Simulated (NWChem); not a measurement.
Species: CH$_{4}$NO cation; SMILES NC=[OH+]

```xyz
7

N      0.1804    -1.1064     0.0000
C     -0.4263     0.0395     0.0000
O      0.1193     1.1927     0.0000
H      1.1960    -1.2101     0.0000
H     -0.3668    -1.9672     0.0000
H     -1.5240     0.0589     0.0000
H      1.0933     1.2186     0.0000
```
Atoms are numbered in this order, from 1.

All runs: NWChem. Pople sets run with spherical d functions. STO-3G and 3-21G are far too small for this property and stand as cheap habits. All runs use the structure optimised with PBE0/def2-SVP. Field at 589 nm.

### Question
Order these runs by computing time, cheapest first, and give rough ratios: B3LYP/def2-TZVPD; B3LYP/STO-3G; B3LYP/def2-SVPD; B3LYP/def2-SVP.

### Answer
B3LYP/STO-3G (1), B3LYP/def2-SVP (4), B3LYP/def2-SVPD (10), B3LYP/def2-TZVPD (60). Ratios are rough, from one shared machine; the cheapest took around 4 core-seconds (rough). What differs between the cheapest and the dearest: isotropic polarisability (bohr³) 12.5 → 23.2; anisotropy (bohr³) 15.6 → 13.0.
